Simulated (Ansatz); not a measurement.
Isolated molecules relaxed with PBE0-D4/def2-TZVP in Ansatz; ΔE leaves out vibrations. CCSD(T)/CBS is the MP2 limit (def2-TZVPP, def2-QZVPP) plus CCSD(T) − MP2 in def2-TZVPP, frozen cores. This one scheme is used for every species. Functionals use def2-TZVPP. B3LYP here is the variant with VWN-RPA as its local correlation; programs differ in this. Each species was taken in one conformer, which may not be the lowest.

Consider the cleavage of the Si–Si bond: `N[Si](N)([SiH3])Cl` + HCl → `N[Si](N)(Cl)Cl` + SiH₄.

Task: Is it downhill or uphill in electronic energy at CCSD(T)/CBS, and by how much? (An estimate is asked.)

Result: Ansatz gave: Downhill: ΔE = -114.4 kJ/mol.

Task: What do these levels give: BLYP-D4, PBE, B3LYP, BHLYP, LC-ωPBE, SCS-MP2/def2-TZVPP? (Estimate.)

Result: Ansatz gave: BLYP-D4 -108.2, PBE -100.8, B3LYP -115.2, BHLYP -123.9, LC-ωPBE -113.5, SCS-MP2/def2-TZVPP -122.9 kJ/mol.

Largest T1 diagnostic among the species: 0.011.

Leaving LDA and LC-ωPBE aside and taking each functional with its dispersion term where it has one, the values, not all of them listed here, spread over 22.5 kJ/mol, from ωB97M-V to PBE-D4. From r2SCAN to r2SCAN0 (25 % exact exchange), in def2-TZVPP and without D4, ΔE moves by −3.2 kJ/mol.
